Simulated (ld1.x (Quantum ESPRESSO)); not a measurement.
# An all-electron radial function and its pseudo partner (iron (Fe))

Columns: radius, all-electron u(r) and pseudo u(r) of the 3d shell (level -7.50 eV) of iron in the configuration [Ar] 3d6 4s2 4p0; PBE, scalar-relativistic, ultrasoft scheme, ld1.x (Quantum ESPRESSO) 7.5.

```csv
r (bohr),all-electron,pseudo
0.143,0.1498,0.0119
0.285,0.4834,0.0855
0.428,0.7478,0.2445
0.570,0.8853,0.4557
0.713,0.9222,0.6560
0.855,0.8969,0.7816
0.998,0.8399,0.8115
1.140,0.7704,0.7688
1.283,0.6977,0.6978
1.425,0.6279,0.6279
1.568,0.5625,0.5625
1.710,0.5034,0.5034
1.853,0.4497,0.4497
1.995,0.4021,0.4021
2.138,0.3593,0.3593
2.280,0.3214,0.3214
2.423,0.2875,0.2875
2.565,0.2573,0.2573
2.708,0.2303,0.2303
2.850,0.2063,0.2063
2.992,0.1848,0.1848
3.135,0.1654,0.1654
3.278,0.1481,0.1481
3.420,0.1326,0.1326
3.563,0.1187,0.1187
3.705,0.1064,0.1064
```

(1) How many radial nodes do the two functions have?

(2) At about which radius was the pseudo-wave matched?

(3) Where does each function peak?

(4) Is the pseudo-wave norm-conserving?

Answers

(1) The all-electron 3d function has n − l − 1 = 0; the pseudo-wave has 0.

(2) 1.35 bohr, where the columns begin to agree (steps of 0.14 bohr).

(3) Outermost all-electron maximum near 0.71 bohr, pseudo maximum near 1.00 bohr (to the table’s step).

(4) No, it belongs to an ultrasoft set: the norm inside the radius is not constrained, and the difference is carried by the augmentation charge.
